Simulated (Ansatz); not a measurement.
Mulliken charges of CH₄Cl₂NV (`[CH3][V](=[NH])([Cl])[Cl]`) from B3LYP/def2-TZVPP in Ansatz (PBE0-D4/def2-TZVP geometry).

| atom | x (Å) | y (Å) | z (Å) | charge (e) |
| --- | --- | --- | --- | --- |
| C1 | -1.233 | -0.087 | -0.276 | -0.432 |
| V2 | 0.747 | 0.138 | -0.223 | 0.896 |
| N3 | 1.059 | -0.159 | 1.312 | -0.517 |
| Cl4 | 1.598 | -1.386 | -1.481 | -0.258 |
| Cl5 | 1.170 | 2.192 | -0.703 | -0.258 |
| H6 | -1.487 | -1.105 | 0.022 | 0.130 |
| H7 | -1.522 | 0.104 | -1.314 | 0.131 |
| H8 | -1.695 | 0.632 | 0.401 | 0.130 |
| H9 | 1.364 | -0.329 | 2.262 | 0.178 |

Task: By hand: the dipole of these point charges (1 e Å = 4.8032 D).

Result: Σ q r = (-0.430, -0.071, 0.090) e Å, of length 0.445 e Å = 2.14 D.

Task: How does the dipole of the full density compare? (Estimate.)

Result: The calculation gave: (-0.236, -0.114, 0.396) e Å, 2.28 D; the point charges give 0.94 times that, at 47° from its direction.

Point charges leave out the atoms' own dipoles, such as those of lone pairs, and Mulliken's split depends on the basis, so the two needn't agree.

B3LYP here is the variant with VWN-RPA as its local correlation; programs differ in this.
